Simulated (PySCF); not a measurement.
**Structure from 2D NMR**

Compound of formula C₃H₆F₃NSi. Correlations simulated from computed shifts and the bond graph:

HSQC (one-bond C–H):
```csv
δH,δC
8.74,171.3
3.15,53.2
```

COSY cross peaks (H two or three bonds apart, from the bond graph; peaks can be absent where the dihedral angle is near 90°):
```csv
δH,δH
8.74,3.15
```

HMBC (two and three bonds, from the bond graph):
```csv
δH,δC
8.74,"134.6, 53.2"
5.00,171.3
3.15,"171.3, 134.6"
```

Carbons without hydrogens: δ 134.6.

- GFN2-xTB geometry
- shielding tensors at PBE0/pcSseg-1 (GIAO)
- program: PySCF 2.14
- relativity neglected, one computed conformer, averaged over atoms made equivalent by symmetry, fast rotation or ring inversion, isolated molecule

Scale: TMS for ¹H (31.72 ppm) and ¹³C (186.93 ppm) (reference shieldings calculated alike).

Exchangeable hydrogens are left out of these lists.

Q: Work out the connectivity.

A: SMILES FC(F)(F)C/C=N/[SiH3].

Atom-mapped SMILES (the numbers label the heavy atoms): `[F:1][C:2]([F:3])([F:4])[CH2:5]/[CH:6]=[N:7]/[SiH3:8]`. Each H is labelled by its parent atom.

- δC 171.3 is C6, a C=N carbon (δH 8.74).
- δC 134.6 is C2, a CF3 carbon.
- δC 53.2 is C5, an sp3 CH2 (δH 3.15).
- HMBC from δH 8.74 reaches the proton-free carbon C2.
- HMBC from δH 3.15 reaches the proton-free carbon C2.
- COSY links 8.74–3.15.

The shifts were computed for this structure.

Shifts are as computed. Against solution values, carbons near 30 ppm lie about +3 ppm off and those near 130 ppm about +5 ppm. Of 1309 compounds with measured shifts, 239 miss one by over three times the rms of a fit or turn the order of signals round; such compounds aren't used in these exercises.
